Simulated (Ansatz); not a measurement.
Stepwise reaction of `[NH]=[Mo](=[NH])([NH2])[NH2]` with hydrogen fluoride, as a gas-phase model of exchange steps in deposition or etching. ΔE in kJ/mol; ΔG adds harmonic PBE0-D4 terms to CCSD(T)/CBS, at 1 bar.

Gas-phase electronic energies from Ansatz, PBE0-D4/def2-TZVP geometries. CCSD(T)/CBS adds triple-zeta CCSD(T) − MP2 to the extrapolated MP2 energy (def2 sets, frozen cores). This one scheme is used for every species. DFT in def2-TZVPP. B3LYP here is the variant with VWN-RPA as its local correlation; programs differ in this. Elements past krypton have def2 core potentials. For Mo outer-core shells are correlated without core-valence functions, which leaves a few kJ/mol of doubt a bond. One conformer a species, not always the lowest.

```json
{"step": "2", "reaction": "`[NH]=[Mo](=[NH])([NH2])[F]` + H–F → `[NH]=[Mo](=[NH])([F])[F]` + NH₃", "PBE-D4": "-53.8", "B3LYP-D4": "-52.6", "ωB97M-V": "-53.8", "CCSD(T)/CBS": "-41.9", "ΔG(500 K)": "-39.1"}
```

Give the row of step 1, `[NH]=[Mo](=[NH])([NH2])[NH2]` + H–F → `[NH]=[Mo](=[NH])([NH2])[F]` + NH₃. (An estimate is asked.)

Computed: 
```json
{"step": "1", "reaction": "`[NH]=[Mo](=[NH])([NH2])[NH2]` + H–F → `[NH]=[Mo](=[NH])([NH2])[F]` + NH₃", "PBE-D4": "-74.3", "B3LYP-D4": "-73.6", "ωB97M-V": "-74.5", "CCSD(T)/CBS": "-63.3", "ΔG(500 K)": "-61.1"}
```

By hand: ΔE of the 2 steps together at CCSD(T)/CBS.

(-63.3) + (-41.9) = -105.2 kJ/mol, or -52.6 kJ/mol a step.

In ΔE each step is higher than the one before. All are downhill at CCSD(T)/CBS. ΔG lies between -61.1 and -39.1 kJ/mol a step. PBE-D4 differs from CCSD(T)/CBS by -11.9 to -11.0 kJ/mol a step. Isolated molecules leave out the surface, adducts and barriers. Largest T1 diagnostic: 0.022.
